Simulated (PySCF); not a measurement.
Computed properties of MgCl2, SMILES [Cl][Mg][Cl]

MgCl2, SMILES [Cl][Mg][Cl]. Geometry: B3LYP-D3(BJ)/def2-TZVP. The isomer is the one that the SMILES or the coordinates give; other isomers of the formula were not compared. The values are those of a single conformer. All values are computed for the isolated molecule unless a solvent is named; none is compared with measurement here.

**Structure.** The optimised structure has D∞h symmetry. All 4 harmonic modes at B3LYP-D3(BJ)/def2-TZVP (PySCF) are real, so it is a minimum. With heavy atoms numbered as in [Mg:1]([Cl:2])[Cl:3], the shortest bond between them is Mg1–Cl2 at 2.176 Å and the longest Mg1–Cl3 at 2.176 Å.

**Vibrations.** The strongest infrared lines (harmonic, unscaled, degenerate partners summed) lie at 613 cm⁻¹ (147 km/mol, Mg 74 %, Cl 26 %), 110 cm⁻¹ (107 km/mol, Mg 74 %, Cl 26 %). The softest mode is at 110 cm⁻¹ and the zero-point energy is 1.6 kcal/mol.

**Electronic structure.** ωB97X/def2-TZVPD (PySCF) places the frontier levels at -11.48 and -0.08 eV, a gap of 11.40 eV, and gives a dipole moment of 0.00 D and a mean polarisability of 48.6 bohr³.

**Excitations.** TDDFT-PBE0/def2-TZVPD (PySCF) has S1 at 5.81 eV (213 nm, f = 0.000, dark); the most intense of the 10 singlets computed lies at 6.90 eV (f = 0.18). Strengths of degenerate partners are summed. T1 (TDA) is at 5.62 eV. No vertical singlet excitation falls in the visible range (under 3.1 eV).
